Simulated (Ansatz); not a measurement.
C2H8AlB can be A, `B[CH2][AlH][CH3]`, or B, `CB[CH2][AlH2]`.

Program: Ansatz. Geometries: PBE0-D4/def2-TZVP. ΔE: electronic, gas phase. CCSD(T)/CBS is the MP2 limit (def2-TZVPP, def2-QZVPP) plus CCSD(T) − MP2 in def2-TZVPP, frozen cores. DFT in def2-TZVPP. Each species was taken in one conformer, which may not be the lowest.

Question: Which isomer does CCSD(T)/CBS put lower? Give the gap. (Best estimate.)

Answer: The calculation gave: A, by 0.2 kJ/mol. So small a gap doesn't settle the order.

Question: Give E(B) − E(A) in kJ/mol with CCSD/def2-TZVPP, PBE-D4, HF/def2-TZVPP, LDA (SPW92), CCSD(T)/def2-TZVPP, MP2/def2-TZVPP, ωB97M-V. (Estimate.)

Answer: Ansatz gave: CCSD/def2-TZVPP -1.6, PBE-D4 -1.0, HF/def2-TZVPP -5.8, LDA (SPW92) -4.6, CCSD(T)/def2-TZVPP -0.6, MP2/def2-TZVPP 0.5, ωB97M-V -0.1. The order is the other way round with CCSD/def2-TZVPP, PBE-D4, HF/def2-TZVPP, LDA (SPW92), CCSD(T)/def2-TZVPP.

Question: Does the order hold for the free energy at 298.15 K (harmonic terms from PBE0-D4)? (An estimate is asked.)

Answer: Computed: Too close to call: G(B) − G(A) = +1.1 kJ/mol, for one conformer each. Modes under 60 cm⁻¹, often nearly free rotors, make the harmonic entropy too high.

Largest T1 diagnostic: 0.011.

At CCSD(T), def2-SVP lies −9.3 kJ/mol from the extrapolated value and def2-TZVPP −0.8 kJ/mol. Leaving LDA and LC-ωPBE aside and taking each functional with its dispersion term where it has one, the values, not all of them listed here, spread over 12.2 kJ/mol, from B97M-V to B2PLYP. LDA lies −4.5 kJ/mol from PBE without D4.
